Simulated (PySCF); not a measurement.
**N⁺: ionisation energy**

N⁺ [He] 2s2 2p2 (3P) → N²⁺ [He] 2s2 2p1 (2P), as a difference of total energies. All numbers are calculated (PySCF 2.14, no relativity, point nucleus, in dyall-av3z (15s9p3d2f, 71 functions)). Correlated levels: valence: 1s2 frozen; virtual orbitals above 40 to 60 times the deepest correlated orbital energy dropped. The calculations carry no spin-orbit coupling.

```json
{"method": "UHF", "ionisation energy (eV)": "29.209"}
{"method": "LDA", "ionisation energy (eV)": "30.064"}
{"method": "PBE", "ionisation energy (eV)": "29.905"}
{"method": "PBE0", "ionisation energy (eV)": "29.915"}
{"method": "r2SCAN", "ionisation energy (eV)": "30.142"}
{"method": "wB97M-V", "ionisation energy (eV)": "29.622"}
{"method": "TPSSh", "ionisation energy (eV)": "29.854"}
{"method": "BP86", "ionisation energy (eV)": "29.937"}
{"method": "M06-L", "ionisation energy (eV)": "29.887"}
{"method": "MP2 (valence)", "ionisation energy (eV)": "29.629"}
{"method": "SCS-MP2 (valence)", "ionisation energy (eV)": "29.489"}
```

Problem. How much does correlation contribute at MP2 (valence)?

Solution. 29.629 − (29.209) = 0.420 eV, measured against UHF.

Errors of the correlated levels include the incompleteness of this basis and the frozen core.

For comparison: 29.601 eV (semi-empirical (NIST evaluation); NIST Atomic Spectra Database, ionization energies).
